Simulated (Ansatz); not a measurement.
This geometry of BCl2H3Si + CH4 (12 atoms, charge 0, multiplicity 1) is a first-order saddle point.

Theory: Ansatz 0.2.0, RKS PBE-D4/6-31G*.

```xyz
12
Properties=species:S:1:pos:R:3
B -0.106 -0.461 0.540
Si 1.248 1.189 0.375
Cl 0.974 -1.924 0.698
Cl -1.214 -0.010 1.920
H -0.177 0.164 -0.558
C -1.179 -0.793 -0.879
H 0.552 2.509 0.216
H 1.938 1.125 1.699
H 2.242 1.023 -0.737
H -1.675 -1.638 -0.376
H -0.669 -1.158 -1.783
H -1.935 -0.027 -1.113
```

Q: Which two structures does it join? (They come from a converged band through this point; their orientation in space is the band's.)

A: Bonds broken: B1–Si2, H5–C6. Bonds formed: B1–C6, Si2–H5. BCl2H3Si + CH4 becomes CH3BCl2 + H4Si.

Initial state:

```xyz
12
Properties=species:S:1:pos:R:3
B 0.522 -0.531 1.477
Si 1.407 1.082 0.623
Cl 1.177 -2.150 1.232
Cl -0.882 -0.341 2.525
H -1.306 0.567 -1.244
C -1.437 -0.511 -1.428
H 0.429 2.197 0.407
H 2.474 1.573 1.563
H 2.062 0.723 -0.677
H -2.007 -0.959 -0.600
H -0.452 -0.997 -1.508
H -1.987 -0.654 -2.371
```

Final state:

```xyz
12
Properties=species:S:1:pos:R:3
B -0.748 -1.222 0.629
Si 1.620 1.766 0.089
Cl 0.614 -2.305 0.944
Cl -1.255 -0.141 1.938
H 0.811 0.830 -0.758
C -1.516 -1.261 -0.732
H 0.767 2.932 0.485
H 2.100 1.045 1.309
H 2.793 2.251 -0.708
H -2.300 -2.042 -0.666
H -0.861 -1.542 -1.572
H -2.026 -0.311 -0.958
```

Q: How far does it lie above each of them?

A: 125.6 kJ/mol above the first and 139.7 kJ/mol above the second. This is the barrier of this one path; another mechanism may lie lower. The orbitals stay closed-shell, which can raise the energy where a bond breaks towards radicals; this wasn't checked here.

Run time: 3.5 min on 2 threads of Arm Neoverse V2, on a shared host, peak memory 0.15 GiB.
